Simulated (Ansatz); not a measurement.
Diatomic TaN, closed-shell singlet (lowest of 2S+1 = 1, 3, 5, 7, 9 at CCSD(T)/def2-TZVPP on PBE0 minima; our sources give no spin for the ground state, which may be another). No spin–orbit coupling.

Seven points along R, fitted to fifth degree in 1/R; most abundant isotopes. Runs in def2 and cc sets follow the lowest solution found near the PBE0 minimum. The singlet is held restricted.

The values were computed with Ansatz (an electronic-structure program). Values without a source in brackets are computed. In def2 rows elements past Kr take small-core potentials, without spin–orbit coupling.

Energies at B3LYP/def2-TZVPP:

```
R (Å)       E (hartree)
--------  -------------
1.548426  -111.67441092
1.590050  -111.68730328
1.628345  -111.69408676
1.671634  -111.69688208
1.714923  -111.69541604
1.764873  -111.68947768
1.823147  -111.67811087
```

Problem. With a reduced mass of 12.9973 u, find the minimum, the force constant and the constants.

Solution. A fifth-degree polynomial in 1/R puts the minimum at r_e = 1.6770 Å with force constant 964 N/m. Then ω_e = (1/2πc)√(k/μ) = 1122 cm⁻¹ and B_e = h/(8π²cμr_e²) = 0.4612 cm⁻¹; the cubic and quartic terms give α_e = 0.0019 and ω_e x_e = 3.2 cm⁻¹.
